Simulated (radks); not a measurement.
Task: Coulomb parameter of the 3d shell of the nickel ion Ni2+ in the model configuration [Ar] 3d7 4s1, as a second difference U = [E(n + 0.5) + E(n - 0.5) - 2 E(n)] / (0.5)^2 with all orbitals relaxed. "Bare": the charge of the atom changes with n. "Screened": the 4s shell takes up the change at fixed total charge, which measures U(3d,3d) + U(4s,4s) - 2 U(3d,4s). Calculated with a radial shooting solver on a logarithmic mesh with Libxc functionals: scalar-relativistic Kohn-Sham, LDA (Slater exchange, Perdew-Wang correlation), spin-unpolarised, spherical densities, finite nucleus; Fermi nuclear charge, rms radius 3.7757 fm. Estimate both.

Result: U(bare) = 18.619 eV, U(screened by 4s) = 4.735 eV, against the Slater integral F0(3d,3d) = 27.679 eV with frozen orbitals.
